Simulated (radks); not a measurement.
Question: Hg VII, configuration [Xe] 4f14 5d6. All-electron calculation, scalar-relativistic Kohn-Sham, LDA (Slater exchange, Perdew-Wang correlation), spin-polarised, spherical densities, finite nucleus; open shells are filled with parallel spins first (spin-orbit coupling, left out, can overturn this in heavy ions); Fermi nuclear charge, rms radius 5.4648 fm. Program: a radial shooting solver on a logarithmic mesh with Libxc functionals. Some entries of the table are withheld. Estimate them.

| orbital | occ. | eigenvalue (hartree) | <r^2> (bohr^2) | <r> (bohr) |
|---|---|---|---|---|
| 1s up | 1 | -3056.018 | 0.0003814 | 0.01660 |
| 1s down | 1 | -3056.017 | 0.0003814 | 0.01660 |
| 2s up | 1 | -544.4222 | 0.005804 | 0.06998 |
| 2s down | 1 | -544.4071 | 0.005804 | 0.06998 |
| 2p up | 3 | -470.2939 | 0.004900 | 0.06330 |
| 2p down | 3 | -470.2811 | 0.004900 | 0.06330 |
| 3s up | 1 | -131.6597 | 0.03740 | 0.1808 |
| 3s down | 1 | -131.6517 | 0.03740 | 0.1808 |
| 3p up | 3 | -110.2318 | 0.03852 | 0.1822 |
| 3p down | 3 | -110.2234 | 0.03851 | 0.1822 |
| 3d up | 5 | -87.60048 | 0.03189 | 0.1651 |
| 3d down | 5 | -87.58868 | 0.03189 | 0.1651 |
| 4s up | 1 | -31.44863 | 0.1801 | 0.3995 |
| 4s down | 1 | -31.43281 | 0.1801 | 0.3995 |
| 4p up | 3 | -24.41592 | 0.2059 | 0.4257 |
| 4p down | 3 | -24.39996 | 0.2058 | 0.4256 |
| 4d up | 5 | -16.05639 | 0.2329 | 0.4490 |
| 4d down | 5 | -16.03758 | 0.2325 | 0.4487 |
| 5s up | 1 | -7.55373 | 0.8884 | 0.8911 |
| 5s down | 1 | -7.46027 | 0.8822 | 0.8879 |
| 4f up | 7 | -6.77895 | 0.2792 | 0.4814 |
| 4f down | 7 | -6.75427 | 0.2770 | 0.4799 |
| 5p up | 3 | -5.60828 | 1.146 | 1.010 |
| 5p down | 3 | -5.49957 | 1.140 | 1.007 |
| 5d up | 5 | -3.34396 | 1.804 | (1) |
| 5d down | 1 | -3.22656 | 1.819 | (2) |
| 6s up | 0 | -2.65611 | 4.065 | 1.914 |
| 6s down | 0 | -2.57812 | 4.178 | 1.941 |
| 6p up | 0 | -2.11640 | 5.387 | 2.202 |
| 6p down | 0 | -2.05848 | 5.575 | 2.241 |

Answer: 
(1) 5d up <r> (bohr): 1.261
(2) 5d down <r> (bohr): 1.265
